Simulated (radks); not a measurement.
The numbers below are computed, except where a source is named.
Initial-state core-level shifts of the gallium ion Ga+ when its valence configuration changes from [Ar] 3d10 4s2. Level of theory: scalar-relativistic Kohn-Sham, r2SCAN, spin-unpolarised, spherical densities, finite nucleus; meta-GGA in the generalised Kohn-Sham scheme; Fermi nuclear charge, rms radius 3.9973 fm (a radial shooting solver on a logarithmic mesh with Libxc functionals). Shifts are changes of the shell-averaged eigenvalues in eV (positive: less bound); the change of the density at the nucleus, which sets a Mossbauer isomer shift, is in e/bohr^3, on a base of 2.854e+04.

| valence | 1s | 2s | 2p | 3p | density at nucleus |
|---|---|---|---|---|---|
| 3d9.5 4s2 4p0.5 | -5.517 | -5.955 | -5.925 | -5.117 | +4.295 |
| 3d10 4s1.5 4p0.5 | -0.985 | -0.933 | -0.936 | -0.974 | -7.088 |
| 3d9 4s2 4p1 | -11.272 | -12.203 | -12.142 | -10.349 | +9.106 |
| 3d10 4p2 | -3.806 | -3.592 | -3.604 | -3.765 | -28.956 |
| 3d10 4s1 4p1 | -1.950 | -1.844 | -1.850 | -1.927 | -14.210 |
| 3d8 4s2 4p2 | -23.455 | -25.523 | -25.397 | -21.095 | +19.869 |
| 3d9.5 4s1.5 4p1 | -6.464 | -6.854 | -6.827 | -6.048 | -3.293 |
| 3d9 4s1.5 4p1.5 | -12.179 | -13.068 | -13.008 | -11.237 | +0.904 |
